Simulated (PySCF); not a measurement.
SMILES CCO[Si](C)([O])OCC, doublet, GFN2-xTB optimised geometry.

```
22

C     -2.72    -1.08    -0.42
C     -1.57    -1.14    -1.41
O     -0.33    -0.88    -0.82
Si     0.11     0.47     0.00
C     -0.09    -0.16     1.92
O     -0.67     1.79     0.00
O      1.74     0.47     0.00
C      2.66    -0.34    -0.66
C      2.54    -0.24    -2.18
H     -3.65    -1.33    -0.93
H     -2.56    -1.79     0.39
H     -2.80    -0.08    -0.02
H     -1.74    -0.41    -2.21
H     -1.49    -2.14    -1.85
H     -1.14    -0.06     2.16
H      0.26    -1.18     1.95
H      0.52     0.51     2.49
H      3.65     0.00    -0.34
H      2.53    -1.38    -0.35
H      2.64     0.80    -2.49
H      3.31    -0.84    -2.65
H      1.56    -0.61    -2.49
```

Density from unrestricted PBE0/def2-SVP run with PySCF at that geometry.

Minimum of the electron density along straight lines between bonded atoms, close to the bond critical point (lines longer than 1.1 times the sum of covalent radii, or with two minima, are not listed):

```tsv
bond	length / Å	ρ at the minimum / e bohr⁻³	∇²ρ there / e bohr⁻⁵	position (fraction from the first atom)
C1–C2	1.522	0.249	-0.59	0.49
C2–O3	1.400	0.254	-0.25	0.34
O3–Si4	1.637	0.127	1.04	0.59
Si4–C5	2.036	0.083	0.13	0.38
Si4–O6	1.528	0.168	1.62	0.42
Si4–O7	1.628	0.129	1.07	0.41
O7–C8	1.397	0.254	-0.23	0.67
C8–C9	1.521	0.250	-0.59	0.51
C1–H10	1.086	0.276	-1.01	0.62
C1–H11	1.087	0.276	-1.01	0.62
C1–H12	1.086	0.278	-1.03	0.63
C2–H13	1.096	0.282	-1.06	0.63
C2–H14	1.096	0.282	-1.07	0.63
C5–H15	1.076	0.283	-1.08	0.64
C5–H16	1.078	0.280	-1.06	0.64
C5–H17	1.076	0.283	-1.09	0.64
C8–H18	1.097	0.282	-1.07	0.63
C8–H19	1.098	0.280	-1.05	0.63
C9–H20	1.087	0.277	-1.01	0.63
C9–H21	1.087	0.275	-1.00	0.62
C9–H22	1.087	0.278	-1.03	0.63
```
